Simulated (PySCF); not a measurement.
**HTlS: fields on a plane**

All numbers come from PySCF, PBE0, basis Tl def2-TZVP with ECP60, S def2-TZVP, H def2-TZVP (scalar-relativistic core potentials, no spin–orbit coupling, density fitting).

The singlet minimum has Tl–H 1.670 Å, Tl–S 2.207 Å; H–Tl–S 180.0°.

The plane holds Tl1 at (0.00, 0.00), S2 at (2.21, 0.00), H3 at (-1.67, 0.00) Å. Columns run from x = -3.75 to 4.65 Å, rows from y = 2.25 (top) to -1.95 Å, in steps of 0.3 Å. Other isomers or separated fragments may lie lower. Core electrons replaced by a potential are absent, the electrostatic potential uses the reduced nuclear charge, and values within about 0.7 Å of such atoms have no physical meaning.

Question: Give the electrostatic potential (V) (cut at 20 V). Lower edges of the bins (V): '0' -1.22, '1' -1.09, '2' -0.90, '3' -0.58, '4' -0.08, '5' 0.71, '6' 1.96, '7' 3.95, '8' 7.10, '9' 12.09; top 20.0.

Answer: 
```
44444455555555544321111122223
44444555555665554321000112222
44444555566666654321000011222
44445555667777765444433211222
44455555678899876667765432222
44455566789999997789998643222
44555688889999999999999753322
44556799999999999999999864322
44556799999999999999999864322
44555688889999999999999753322
44455566789999997789998643222
44455555678899876667765432222
44445555667777765444433211222
44444555566666654321000011222
44444555555665554321000112222
```

Question: Give the electron localisation function (set to 0 where the density is under 0.005 e/Å³). Lower edges of the bins: '_' 0.000, '.' 0.100, ':' 0.200, '-' 0.300, '=' 0.400, '+' 0.500, '*' 0.600, '#' 0.700, '%' 0.800, '@' 0.900; top 1.00, each point printed twice.

Answer: 
```
______________________________......::::::..______________
______________________..........::::--======--::__________
____________::::......::::::::::::==++******++==::________
________==****++--::::::::::::::--++**##%%%%##**==..______
________@@@@@@%%**----------::::--++##%%%%%%%%##++::..____
______%%@@@@@@@@%%==--==++++==::--**##%%%%%%%%%%**--..____
______@@@@@@@@@@@@==--**####**----**++____..%%%%**==..____
____##@@@@@@@@@@@@====##____##==--**..####--==%%**==..____
____##@@@@@@@@@@@@====##____##==--**..####--==%%**==..____
______@@@@@@@@@@@@==--**####**----**++____..%%%%**==..____
______%%@@@@@@@@%%==--==++++==::--**##%%%%%%%%%%**--..____
________@@@@@@%%**----------::::--++##%%%%%%%%##++::..____
________==****++--::::::::::::::--++**##%%%%##**==..______
____________::::......::::::::::::==++******++==::________
______________________..........::::--======--::__________
```

With an element this heavy the missing spin–orbit coupling can shift these numbers.
